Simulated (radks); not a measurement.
Values are calculated unless marked as measured or tabulated.
Hf1.5+, 70.5 electrons, occupied as [Xe] 4f14 5d(up 0.5, down 0.5) 6s(up 1, down 0.5) (fractional occupations, a model configuration).

Level of theory: scalar-relativistic Kohn-Sham, PBEsol, spin-polarised, spherical densities, point nucleus (a radial shooting solver on a logarithmic mesh with Libxc functionals).

Energy parts (Ry):
total: -30146.3498
kinetic: 33033.1537
electron-nucleus: -74315.8541
Hartree: 11741.6247
exchange-correlation: -605.2742

Orbitals (lengths in bohr, moments of r in powers of bohr; <r^-3> diverges for s and p1/2; r(90%) holds 90 % of the orbital's charge):
| orbital | occ. | eigenvalue (Ry) | <r^2> | <r> | <r^-3> | r(90%) |
|---|---|---|---|---|---|---|
| 1s up | 1 | -4797.786 | 0.0004951 | 0.01899 | - | 0.0345 |
| 1s down | 1 | -4797.786 | 0.0004951 | 0.01899 | - | 0.0345 |
| 2s up | 1 | -821.3567 | 0.007643 | 0.08039 | - | 0.125 |
| 2s down | 1 | -821.3563 | 0.007643 | 0.08039 | - | 0.125 |
| 2p up | 3 | -721.3696 | 0.006286 | 0.07174 | 17780 | 0.117 |
| 2p down | 3 | -721.3693 | 0.006286 | 0.07174 | 17780 | 0.117 |
| 3s up | 1 | -187.8946 | 0.04980 | 0.2087 | - | 0.306 |
| 3s down | 1 | -187.8943 | 0.04980 | 0.2087 | - | 0.306 |
| 3p up | 3 | -158.0300 | 0.05044 | 0.2086 | 3921 | 0.312 |
| 3p down | 3 | -158.0297 | 0.05044 | 0.2086 | 3921 | 0.312 |
| 3d up | 5 | -122.6814 | 0.04188 | 0.1890 | 509.8 | 0.294 |
| 3d down | 5 | -122.6811 | 0.04188 | 0.1890 | 509.8 | 0.294 |
| 4s up | 1 | -38.62251 | 0.2477 | 0.4683 | - | 0.673 |
| 4s down | 1 | -38.62207 | 0.2477 | 0.4683 | - | 0.673 |
| 4p up | 3 | -28.82540 | 0.2820 | 0.4978 | 900.2 | 0.724 |
| 4p down | 3 | -28.82487 | 0.2820 | 0.4978 | 900.2 | 0.724 |
| 4d up | 5 | -16.17071 | 0.3326 | 0.5354 | 99.23 | 0.804 |
| 4d down | 5 | -16.17000 | 0.3326 | 0.5353 | 99.23 | 0.804 |
| 5s up | 1 | -5.91928 | 1.442 | 1.132 | - | 1.63 |
| 5s down | 1 | -5.91687 | 1.440 | 1.132 | - | 1.63 |
| 5p up | 3 | -3.59512 | 2.016 | 1.332 | 120.6 | 1.95 |
| 5p down | 3 | -3.59050 | 2.008 | 1.330 | 120.9 | 1.95 |
| 4f up | 7 | -2.23120 | 0.5897 | 0.6755 | 15.57 | 1.14 |
| 4f down | 7 | -2.22990 | 0.5883 | 0.6750 | 15.57 | 1.14 |
| 6s up | 1 | -1.13607 | 10.12 | 3.007 | - | 4.32 |
| 6s down | 0.5 | -1.09984 | 10.18 | 3.012 | - | 4.35 |
| 5d up | 0.5 | -1.07975 | 5.250 | 2.108 | 5.585 | 3.30 |
| 5d down | 0.5 | -1.05922 | 5.151 | 2.088 | 5.733 | 3.27 |

The highest occupied level is 5d down at -14.411 eV. The density falls to 0.001 e/bohr^3 at r = 4.33 bohr. Summed over all electrons, <r^2> = 50.00 bohr^2, which gives a Langevin (diamagnetic) susceptibility term of -39.6 x 10^-6 cm^3/mol. Spin moment in Bohr magnetons: 0.5.
